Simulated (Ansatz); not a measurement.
A first, cheap relaxation of Br$_{2}$HIn, SMILES `[Br][InH][Br]`.

```yaml
crystal:
  periodic: [false, false, false]
  atoms:
    - {symbol: Br, position_ang: [-1.946000, 0.884600, -1.221700]}
    - {symbol: In, position_ang: [0.053100, 0.397700, -0.116700]}
    - {symbol: Br, position_ang: [0.691300, -2.208200, -0.020900]}
    - {symbol: H, position_ang: [1.257100, 0.865700, 1.339000]}
basis:
  gaussian: {orbitals: def2-SVP}
hamiltonian: {xc: pbe, dispersion: d4}
relax: {f_tol: 0.03, max_steps: 200}
```

```sh
$ ansatz run in.yaml --threads 4 --pin off --events-out ev --progress --plain --max-ram 10444MiB
```

Output, abridged:

```
Functional definition: PBE
mean field -145246.54241378 eV, -5337.7119820639 hartree, gradient 6.9e-5 eV, S^2 0.000000; 0 other end points of the search recorded, 0 dependent functions left out
relax step   1: F+E_penalty+E_count = -145246.64818561 eV  Δ(F+E_penalty+E_count) = +0.000e0 eV  max|allowed force component| = 3.144e0 eV/Å  Δτ_max = 0.0000 Å  (26 SCF iters, accepted)
mean field -145247.12784059 eV, -5337.7334961025 hartree, gradient 1.9e-5 eV, S^2 0.000000; 0 other end points of the search recorded, 0 dependent functions left out
relax step   2: F+E_penalty+E_count = -145247.23282700 eV  Δ(F+E_penalty+E_count) = -5.846e-1 eV  max|allowed force component| = 1.001e0 eV/Å  Δτ_max = 0.1946 Å  (31 SCF iters, accepted)
mean field -145247.28917901 eV, -5337.7394251799 hartree, gradient 1.4e-5 eV, S^2 0.000000; 0 other end points of the search recorded, 0 dependent functions left out
relax step   3: F+E_penalty+E_count = -145247.39394656 eV  Δ(F+E_penalty+E_count) = -1.611e-1 eV  max|allowed force component| = 2.363e-1 eV/Å  Δτ_max = 0.1955 Å  (27 SCF iters, accepted)
mean field -145247.30850168 eV, -5337.7401352751 hartree, gradient 1.1e-5 eV, S^2 0.000000; 0 other end points of the search recorded, 0 dependent functions left out
relax step   4: F+E_penalty+E_count = -145247.41369405 eV  Δ(F+E_penalty+E_count) = -1.975e-2 eV  max|allowed force component| = 1.379e-1 eV/Å  Δτ_max = 0.1244 Å  (26 SCF iters, accepted)
mean field -145247.31029633 eV, -5337.7402012270 hartree, gradient 1.8e-5 eV, S^2 0.000000; 0 other end points of the search recorded, 0 dependent functions left out
relax step   5: F+E_penalty+E_count = -145247.41550242 eV  Δ(F+E_penalty+E_count) = -1.808e-3 eV  max|allowed force component| = 1.774e-2 eV/Å  Δτ_max = 0.0252 Å  (26 SCF iters, accepted)
mean field -145247.31029633 eV, -5337.7402012270 hartree, gradient 1.8e-5 eV, S^2 0.000000; 1 other end points of the search recorded, 0 dependent functions left out
Total energy: -145247.41554358 eV, -5337.7440689922 hartree
Atom 0 at    -1.813912     0.935917    -1.165961 Å, force     0.004545     0.002863    -0.002707 eV/Å
Atom 1 at     0.158790     0.138409     0.142262 Å, force    -0.017742    -0.005156     0.010046 eV/Å
Atom 2 at     0.622454    -2.296352    -0.165055 Å, force     0.006313     0.002542    -0.001413 eV/Å
Atom 3 at     1.088168     1.161827     1.168454 Å, force     0.006884    -0.000250    -0.005926 eV/Å
Dipole moment:     0.239048     0.255942     0.251157 e Å
```

It took 5 s on 4 threads of an Arm Neoverse V2 on a shared host, with 0.16 GiB of host memory at the peak.
